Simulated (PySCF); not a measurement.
H$_{3}$N, charge +1, doublet, geometry from GFN2-xTB (a state made from the parent by changing its charge; the spin is typed, not shown lowest); DF-BHANDHLYP/def2-SVP run with PySCF.

PySCF was given this input:
```python
from pyscf import gto, scf, dft

mol = gto.M(
    atom='''
N     0.000000   -0.000000    0.000000
H     0.015026    1.027722   -0.019448
H     0.882651   -0.526736    0.017100
H    -0.897677   -0.500986    0.002349
''',
    basis='def2-svp',
    charge=1,
    spin=1,
    verbose=4,
)

mf = dft.UKS(mol)
mf.xc = 'bhandhlyp'
mf = mf.density_fit(auxbasis='def2-universal-jkfit')
mf.kernel()
```

It wrote (shortened):

```
PySCF version 2.14.0

[INPUT] verbose = 4
[INPUT] num. atoms = 4
[INPUT] num. electrons = 9
[INPUT] charge = 1
[INPUT] spin (= nelec alpha-beta = 2S) = 1
[INPUT] symmetry False subgroup None
[INPUT] Mole.unit = angstrom
[INPUT] Symbol           X                Y                Z      unit          X                Y                Z       unit  Magmom
[INPUT]  1 N      0.000000000000   0.000000000000   0.000000000000 AA    0.000000000000   0.000000000000   0.000000000000 Bohr   0.0
[INPUT]  2 H      0.015026000000   1.027722000000  -0.019448000000 AA    0.028395024748   1.942113112190  -0.036751393671 Bohr   0.0
[INPUT]  3 H      0.882651000000  -0.526736000000   0.017100000000 AA    1.667968653573  -0.995386779949   0.032314316730 Bohr   0.0
[INPUT]  4 H     -0.897677000000  -0.500986000000   0.002349000000 AA   -1.696363678321  -0.946726332241   0.004438966667 Bohr   0.0

nuclear repulsion = 11.7014583672866
number of shells = 15
number of NR pGTOs = 45
number of NR cGTOs = 29
basis = def2-svp
ecp = {}

******** <class 'pyscf.df.df_jk.DFUKS'> ********
method = DFUKS
initial guess = minao
damping factor = 0
level_shift factor = 0
DIIS = <class 'pyscf.scf.diis.CDIIS'>
diis_start_cycle = 1
diis_space = 8
diis_damp = 0
SCF conv_tol = 1e-09
SCF conv_tol_grad = None
SCF max_cycles = 50
direct_scf = False
number electrons alpha = 5  beta = 4
XC library pyscf.dft.libxc version 7.1.2
    S. Lehtola, C. Steigemann, M. J. T. Oliveira, and M. A. L. Marques,  SoftwareX 7, 1–5 (2018)
XC functionals = bhandhlyp
    A. D. Becke,  J. Chem. Phys. 98, 1372 (1993)
    Defined through Gaussian implementation.
radial grids:
    Treutler-Ahlrichs [JCP 102, 346 (1995); DOI:10.1063/1.469408] (M4) radial grids

becke partition: Becke, JCP 88, 2547 (1988); DOI:10.1063/1.454033
pruning grids: <function nwchem_prune>
grids dens level: 3
symmetrized grids: False
atomic radii adjust function: <function treutler_atomic_radii_adjust>
small_rho_cutoff = 0
Set gradient conv threshold to 3.16228e-05
tot grids = 43328
******** <class 'pyscf.df.df.DF'> ********
auxbasis = def2-universal-jkfit
init E= -56.2981817881581

cycle= 1 E= -56.0836477063084  delta_E= 0.215  |g|= 0.233  |ddm|= 1.13
cycle= 2 E= -56.104704660014  delta_E= -0.0211  |g|= 0.163  |ddm|= 0.294
cycle= 3 E= -56.1158245412579  delta_E= -0.0111  |g|= 0.0136  |ddm|= 0.115
cycle= 4 E= -56.1160029221656  delta_E= -0.000178  |g|= 0.00445  |ddm|= 0.0174
cycle= 5 E= -56.1160314488406  delta_E= -2.85e-05  |g|= 0.00106  |ddm|= 0.00811
cycle= 6 E= -56.116033225738  delta_E= -1.78e-06  |g|= 0.000113  |ddm|= 0.00225
cycle= 7 E= -56.1160332442252  delta_E= -1.85e-08  |g|= 6.47e-06  |ddm|= 0.000239
cycle= 8 E= -56.1160332442668  delta_E= -4.17e-11  |g|= 6.32e-07  |ddm|= 1.26e-05
Extra cycle  E= -56.1160332442671  delta_E= -2.13e-13  |g|= 1.97e-07  |ddm|= 8.27e-07
converged SCF energy = -56.1160332442671  <S^2> = 0.75477654  2S+1 = 2.0047708
```
